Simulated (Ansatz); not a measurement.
Coupled-cluster run, `N[SiH2][GeH3]`.

```yaml
crystal:
  periodic: [false, false, false]
  atoms:
    - {symbol: N, position_ang: [-1.527365, 0.524901, -0.780940]}
    - {symbol: Si, position_ang: [0.132513, 0.793358, -0.405774]}
    - {symbol: Ge, position_ang: [0.892585, -0.998424, 0.961775]}
    - {symbol: H, position_ang: [-1.819000, -0.364501, -1.153108]}
    - {symbol: H, position_ang: [-2.077401, 1.273325, -1.171901]}
    - {symbol: H, position_ang: [0.220210, 2.085428, 0.325748]}
    - {symbol: H, position_ang: [1.053761, 0.900133, -1.579815]}
    - {symbol: H, position_ang: [0.601844, -2.351616, 0.282978]}
    - {symbol: H, position_ang: [0.194158, -1.002799, 2.332003]}
    - {symbol: H, position_ang: [2.411795, -0.910906, 1.191933]}
basis:
  gaussian: {orbitals: def2-TZVPP}
correlation: {method: ccsd_t}
output: {orbitals: {seedname: orbitals}}
```

```sh
$ ansatz run in.yaml --threads 2 --pin off --events-out ev --progress --plain --max-ram 4352MiB
```

Log, shortened:

```
Functional definition: HF
1279 factors; integrals over basis functions are off by at most 1.1e-3 eV
mean field evaluation 1: about -65926.8866 eV, gradient 3.5e1 eV
mean field evaluation 2: about -65927.0214 eV, gradient 3.5e1 eV
mean field evaluation 4: about -65929.9319 eV, gradient 3.2e0 eV
mean field evaluation 8: about -65929.9787 eV, gradient 2.1e-1 eV
mean field -65929.97881053 eV, -2422.8820323421 hartree, gradient 2.7e-6 eV, S^2 0.000000; 0 other end points of the search recorded, 0 dependent functions left out
15 core orbitals not correlated: weight in the atoms' cores, before any rotation towards them, 1.000 or more for the frozen orbitals, at most 0.000 for the correlated occupied ones
reference -65929.97881053 eV, -2422.8820323421 hartree; 15, 15 occupied and 189, 189 virtual orbitals, 1279 factors
second order -16.62918094 eV of doubles, -0.00000000 eV of singles
cycle   1  -17.11896381 eV  change   -4.9e-1 eV  update   9.5e-2
cycle   2  -17.67674208 eV  change   -5.6e-1 eV  update   2.8e-2
cycle   3  -17.73709370 eV  change   -6.0e-2 eV  update   1.2e-2
cycle   4  -17.73043895 eV  change    6.7e-3 eV  update   3.0e-3
cycle   5  -17.73022461 eV  change    2.1e-4 eV  update   1.0e-3
cycle   6  -17.72980284 eV  change    4.2e-4 eV  update   2.8e-4
cycle   7  -17.72972622 eV  change    7.7e-5 eV  update   9.5e-5
cycle   8  -17.72973486 eV  change   -8.6e-6 eV  update   3.6e-5
perturbative correction -0.61319457 eV, -0.0225344849 hartree
Total energy: -65948.32173996 eV, -2423.5561225656 hartree
```

Hardware: 2 threads of an Arm Neoverse V1 on a shared host. Wall time 2.3 min, peak host memory 3.2 GiB.

Correlation energy per correlated electron: -0.611 eV. T1 diagnostic: 0.0114.
